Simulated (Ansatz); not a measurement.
Computed with Ansatz on PBE0-D4/def2-TZVP structures; ΔE is electronic, products minus reactants. CCSD(T)/CBS adds triple-zeta CCSD(T) − MP2 to the extrapolated MP2 energy (def2 sets, frozen cores). DFT in def2-TZVPP. B3LYP here is the variant with VWN-RPA as its local correlation; programs differ in this. Each species was taken in one conformer, which may not be the lowest.

Reaction (isomerisation): `C[C@@H]1N[Si@@H]1F` → `N/C(F)=C/[SiH3]`

Task: Is it downhill or uphill in electronic energy at CCSD(T)/CBS, and by how much? (An estimate is asked.)

Result: The calculation gave: Uphill: ΔE = +1.72 eV.

Task: What do these levels give: ωB97X-V, ωB97M-V, PBE, r2SCAN, PBE0, B3LYP, MP2/def2-TZVPP, SCS-MP2/def2-TZVPP, CCSD(T)/def2-TZVPP, SCS-MP2/def2-QZVPP, HF/CBS(def2), CCSD/CBS(def2)? (Estimate.)

Result: Ansatz gave: ωB97X-V 1.60, ωB97M-V 1.61, PBE 1.47, r2SCAN 1.55, PBE0 1.55, B3LYP 1.46, MP2/def2-TZVPP 1.79, SCS-MP2/def2-TZVPP 1.71, CCSD(T)/def2-TZVPP 1.64, SCS-MP2/def2-QZVPP 1.77, HF/CBS(def2) 1.44, CCSD/CBS(def2) 1.73 eV.

Largest T1 diagnostic among the species: 0.012.

In def2-TZVPP, CCSD(T) changes the Hartree–Fock value by +0.24 eV (the triples alone add −0.01 eV) and MP2 by +0.39 eV. From PBE to PBE0 (25 % exact exchange), in def2-TZVPP and without D4, ΔE moves by +0.07 eV.
